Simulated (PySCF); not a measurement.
SMILES [CH3][In]([O][SiH3])[O][SiH3], GFN2-xTB optimised geometry.

```
15

In    -0.98    -1.09    -3.26
C     -0.68     0.72    -4.52
H     -0.49     0.38    -5.53
H      0.17     1.25    -4.11
H     -1.58     1.32    -4.46
O     -1.02    -1.08    -1.30
Si    -0.46    -0.32     0.00
H      1.02    -0.32     0.00
H     -1.01    -1.07     1.13
H     -0.92     1.08     0.00
O     -1.31    -2.91    -3.94
Si    -1.56    -4.33    -3.21
H     -0.40    -4.72    -2.39
H     -1.72    -5.21    -4.37
H     -2.77    -4.30    -2.38
```

Density from PBE0/def2-TZVP, def2 effective core potentials past Kr in PySCF at that geometry. The core electrons that the potentials of In replace are not part of the density.

Minimum of the electron density along straight lines between bonded atoms, close to the bond critical point (lines longer than 1.1 times the sum of covalent radii, or with two minima, are not listed):

```json
[
 {"bond": "In1–C2", "length / Å": "2.218", "ρ at the minimum / e bohr⁻³": "?", "∇²ρ there / e bohr⁻⁵": "?", "position (fraction from the first atom)": "0.52"},
 {"bond": "C2–H3", "length / Å": "1.084", "ρ at the minimum / e bohr⁻³": "0.279", "∇²ρ there / e bohr⁻⁵": "-0.96", "position (fraction from the first atom)": "0.65"},
 {"bond": "C2–H4", "length / Å": "1.085", "ρ at the minimum / e bohr⁻³": "0.278", "∇²ρ there / e bohr⁻⁵": "-0.95", "position (fraction from the first atom)": "0.64"},
 {"bond": "C2–H5", "length / Å": "1.085", "ρ at the minimum / e bohr⁻³": "0.278", "∇²ρ there / e bohr⁻⁵": "-0.95", "position (fraction from the first atom)": "0.64"},
 {"bond": "In1–O6", "length / Å": "1.967", "ρ at the minimum / e bohr⁻³": "0.115", "∇²ρ there / e bohr⁻⁵": "0.56", "position (fraction from the first atom)": "0.52"},
 {"bond": "O6–Si7", "length / Å": "1.607", "ρ at the minimum / e bohr⁻³": "0.147", "∇²ρ there / e bohr⁻⁵": "0.99", "position (fraction from the first atom)": "0.59"},
 {"bond": "Si7–H8", "length / Å": "1.473", "ρ at the minimum / e bohr⁻³": "0.123", "∇²ρ there / e bohr⁻⁵": "0.18", "position (fraction from the first atom)": "0.49"},
 {"bond": "Si7–H9", "length / Å": "1.463", "ρ at the minimum / e bohr⁻³": "0.126", "∇²ρ there / e bohr⁻⁵": "0.18", "position (fraction from the first atom)": "0.49"},
 {"bond": "Si7–H10", "length / Å": "1.473", "ρ at the minimum / e bohr⁻³": "0.123", "∇²ρ there / e bohr⁻⁵": "0.18", "position (fraction from the first atom)": "0.49"},
 {"bond": "In1–O11", "length / Å": "1.969", "ρ at the minimum / e bohr⁻³": "0.116", "∇²ρ there / e bohr⁻⁵": "0.55", "position (fraction from the first atom)": "0.52"},
 {"bond": "O11–Si12", "length / Å": "1.617", "ρ at the minimum / e bohr⁻³": "0.145", "∇²ρ there / e bohr⁻⁵": "0.95", "position (fraction from the first atom)": "0.59"},
 {"bond": "Si12–H13", "length / Å": "1.474", "ρ at the minimum / e bohr⁻³": "0.124", "∇²ρ there / e bohr⁻⁵": "0.17", "position (fraction from the first atom)": "0.49"},
 {"bond": "Si12–H14", "length / Å": "1.469", "ρ at the minimum / e bohr⁻³": "0.124", "∇²ρ there / e bohr⁻⁵": "0.18", "position (fraction from the first atom)": "0.49"},
 {"bond": "Si12–H15", "length / Å": "1.473", "ρ at the minimum / e bohr⁻³": "0.124", "∇²ρ there / e bohr⁻⁵": "0.17", "position (fraction from the first atom)": "0.49"}
]
```

**Question.** What belongs in the gaps?

**Answer.** 
- In1–C2, ρ at the minimum / e bohr⁻³: 0.089
- In1–C2, ∇²ρ there / e bohr⁻⁵: 0.10
